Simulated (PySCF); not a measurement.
C3H9FSi, SMILES [Si](C)(F)(C)C.

The structure is a stationary point at PBE0-D3(BJ)/def2-SVP.

Two levels are set side by side: TDDFT-PBE/def2-SVPD (PySCF) and TDDFT-ωB97X/def2-SVPD (PySCF). Vertical, same geometry. The lowest singlet is HOMO−1→LUMO 100 % with PBE and HOMO→LUMO 87 % with the other functional; states are paired by order. Differences are taken from unrounded values.

```tsv
quantity	TDDFT-ωB97X	TDDFT-PBE	TDDFT-PBE minus TDDFT-ωB97X
lowest singlet excitation (eV)	8.76	7.10	-1.65
lowest triplet excitation (TDA) (eV)	8.56	6.98	-1.57
first bright state (f over 0.05) (eV)	8.76	7.10	-1.65
its oscillator strength	0.12	0.05	-0.07
```

Functionals without exact exchange tend to place singlet excitations lower, as here. Differences between two approximate levels are no errors against the true value.

Rough cost on one machine, each run with all the roots and properties that it gave: TDDFT-ωB97X against TDDFT-PBE about 10 times.
